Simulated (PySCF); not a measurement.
C₄H₇, SMILES [CH2]C(=C)C (connectivity only; charge and spin as stated), charge +1, multiplicity 1. Atoms are numbered in the order given.

```xyz
11

C     -0.8000     0.0014    -1.1708
C     -0.0452    -0.0007     0.0000
C     -0.8000     0.0014     1.1708
C      1.4599     0.0000     0.0000
H     -0.3242     0.0315    -2.1587
H     -1.8953    -0.0199    -1.1447
H     -0.3242     0.0315     2.1587
H     -1.8953    -0.0199     1.1447
H      1.8588     0.5007    -0.8928
H      1.8338    -1.0374     0.0000
H      1.8588     0.5007     0.8928
```
Charge +1, spin multiplicity 1.

Geometry optimised at B3LYP-D3(BJ)/def2-SVP. The spin state was assumed, not searched. The isomer is the one that the SMILES or the coordinates give; other isomers of the formula were not compared.

Calculation: PySCF with ωB97X/def2-TZVP.

Isolated molecule, no solvent.

Task: Estimate the frontier levels, gap, dipole moment and polarisability. (The exact figures need the calculation; the answer reports its results.)

Result: 
The highest occupied level comes out as -16.88 eV, the lowest empty level comes out as -7.67 eV and the orbital gap comes out as 9.21 eV. The dipole moment about the centre of nuclear charge is 2.29 D and the mean static polarisability comes out as 44.9 bohr³ (6.65 Å³). The polarisability, principal values is 28.5, 45.9, 60.3 bohr³.
